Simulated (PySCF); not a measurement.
Computed shifts of a molecule CH5BOS, PySCF with PBE0/pcSseg-1, GIAO, gas phase, equivalent atoms averaged, in ppm (number of nuclei): ¹H: 5.81 (1), 5.66 (1), 2.35 (3). ¹³C: 15.1 (1). References: ¹¹B against BF3 (σ = 88.8 ppm); ¹H against TMS (σ = 31.56 ppm); ¹⁷O against H2O (σ = 334.2 ppm); ³³S against H2S (σ = 716.7 ppm); ¹³C against TMS (σ = 186.3 ppm), references at their B3LYP-D3(BJ)/def2-TZVP geometries, non-relativistic. Coordinates come from a B3LYP-D3(BJ)/def2-SVP optimisation. The values are those of a single conformer.

Problem. Which structure fits?
(A) CSBO
(B) COBS
(C) CB(O)S

Solution. A, CSBO
